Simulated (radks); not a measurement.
The numbers below are computed, except where a source is named.
Q: The mean radii <r> (bohr) of the occupied orbitals of an atom or ion are listed with their occupations. Level of theory: Dirac Kohn-Sham, relativistic LDA (MacDonald-Vosko exchange, VWN5 correlation), spin-unpolarised, spherical densities, finite nucleus; Fermi nuclear charge, rms radius of each element as measured or else 0.836 A^(1/3) + 0.57 fm (a radial shooting solver on a logarithmic mesh with Libxc functionals).

orbital  occ.      <r>
1s1/2       2  0.02010
2s1/2       2  0.08446
2p1/2       2  0.07015
2p3/2       4  0.07746
3s1/2       2   0.2175
3p1/2       2   0.2067
3p3/2       4   0.2195
3d3/2       4   0.1921
3d5/2       6   0.1961
4s1/2       2   0.4350

Name the element and its charge. Open shells, if any, fill j = l - 1/2 first.

A: Z = 69, thulium, charge +39: Tm39+ in [Ar] 3d10 4s2. The 1s radius gives Z: for a bare nucleus <r> = (2 gamma + 1)/(2Z) with gamma = sqrt(1 - (Z/c)^2), 0.01977 bohr for Z = 69, and screening makes it slightly larger (0.02010 here). The occupations add up to 30, and the charge is Z minus that.
